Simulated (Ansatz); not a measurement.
Start from `[Cl][GeH]([Cl])[Br]` and change one atom or group to get `[Cl][GeH]([Cl])[GeH3]`.

Ansatz, PBE0-D4/def2-TZVP geometries, multiplicity 1. 

Scalar relativity is left out up to krypton.

```
                                      property  `[Cl][GeH]([Cl])[Br]`
         LUMO energy (ωB97M-V/def2-TZVPP) / eV                   0.34
zero-point energy (PBE0-D4/def2-TZVP) / kJ/mol                   31.2
       HOMO–LUMO gap (ωB97M-V/def2-TZVPP) / eV                  11.50
          HOMO–LUMO gap (PBE0/def2-TZVPP) / eV                   7.28
           LUMO energy (B3LYP/def2-TZVPP) / eV                  -1.98
             HOMO energy (PBE/def2-TZVPP) / eV                  -7.61
```

(1) Give the same properties after the change, and the shifts. (An estimate is asked.)

Answers

(1) Computed: 
| property | `[Cl][GeH]([Cl])[GeH3]` | shift |
| --- | --- | --- |
| LUMO energy (ωB97M-V/def2-TZVPP) / eV | 1.00 | 0.66 |
| zero-point energy (PBE0-D4/def2-TZVP) / kJ/mol | 90.0 | 58.8 |
| HOMO–LUMO gap (ωB97M-V/def2-TZVPP) / eV | 11.28 | -0.22 |
| HOMO–LUMO gap (PBE0/def2-TZVPP) / eV | 7.33 | 0.05 |
| LUMO energy (B3LYP/def2-TZVPP) / eV | -1.21 | 0.77 |
| HOMO energy (PBE/def2-TZVPP) / eV | -7.05 | 0.56 |

With PBE0 the HOMO rises by 0.70 eV and the LUMO rises by 0.76 eV, so the gap widens by about 0.06 eV. PBE moves the HOMO by 0.56 eV and ωB97M-V by 0.88 eV. The zero-point energy changes by 58.8 kJ/mol with +9 modes.

B3LYP here is the variant with VWN-RPA as its local correlation; programs differ in this.

Spin–orbit coupling is left out; it splits and shifts lone-pair levels of the heavy atoms by tenths of an eV.
